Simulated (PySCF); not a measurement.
**Bond curve of YB**

Set-up: PySCF, scalar-relativistic core potentials, basis sets Y def2-TZVPP with ECP28, B def2-TZVPP. Energies in eV from Y (4d1 5s2) + B in their ground configurations at the same level. All curves are PBE0. state 1: ⁵Σ⁻ (quintet), unpaired electrons σ ↑↑, π ↑↑; state 2: Ms = 1 determinant of mixed spin (⟨S²⟩ near 2.8), unpaired electrons π ↑↑, a second solution, started from another occupation; state 3: Ms = 0 determinant of mixed spin (⟨S²⟩ near 1.8), unpaired electrons π ↑↓, a mixture of terms (⟨Lz²⟩ = 2.1), a second solution, started from another occupation; state 4: Ms = 1 determinant of mixed spin (⟨S²⟩ near 3.0), unpaired electrons σ ↑↑, π ↑↓, a mixture of terms (⟨Lz²⟩ = 2.0), a second solution, started from another occupation.

```
R (Å)  state 1  state 2  state 3  state 4
1.907   -1.712   -1.406   -1.106   -1.270
1.996   -2.173   -1.904   -1.606   -1.735
2.085   -2.438   -2.218   -1.924   -2.004
2.151   -2.535   -2.357   -2.066   -2.103
2.218   -2.562   -2.428   -2.142   -2.133
2.284   -2.534   -2.444   -2.163   -2.107
2.373   -2.431   -2.398   -2.127   -2.005
2.484   -2.228   -2.264   -2.005   -1.802
2.617   -1.923   -2.033   -1.790   -1.495
2.795   -1.481   -1.667   -1.456   -1.068
```

Put a parabola through the three lowest points of the state 1 curve and estimate Re, k and ωe (reduced mass 9.796 u; 1 eV/Å² = 0.16022 mdyn/Å; ωe = 1302.8·√(k/μ) cm⁻¹).

Through R = 2.151, 2.218, 2.284 Å the second-order coefficient is 6.22 eV/Å², so Re ≈ 2.217 Å, k ≈ 1.99 mdyn/Å and ωe ≈ 588 cm⁻¹. A polynomial fit of higher order to the unrounded PBE0 energies gives Re = 2.215 Å, k = 2.02 mdyn/Å, ωe = 591 cm⁻¹; anharmonicity and rounding make the difference.

The higher-order fit for each curve: state 1: Re = 2.215 Å, ωe = 591 cm⁻¹, De = 2.56 eV; state 2: Re = 2.273 Å, ωe = 534 cm⁻¹, minimum 2.44 eV below the ground-state fragments; state 3: Re = 2.282 Å, ωe = 522 cm⁻¹, minimum 2.16 eV below the ground-state fragments; state 4: Re = 2.217 Å, ωe = 592 cm⁻¹, minimum 2.13 eV below the ground-state fragments.

The metal atom is held in its measured ground configuration; semilocal functionals can put another filling of s and d lower by some tenths of an eV, and De to that atom would be smaller. Spin–orbit coupling is left out, which matters for elements this heavy, above all for dissociation energies. With d or f electrons several states lie close, and the lowest PBE0 determinant need not be the measured ground state.
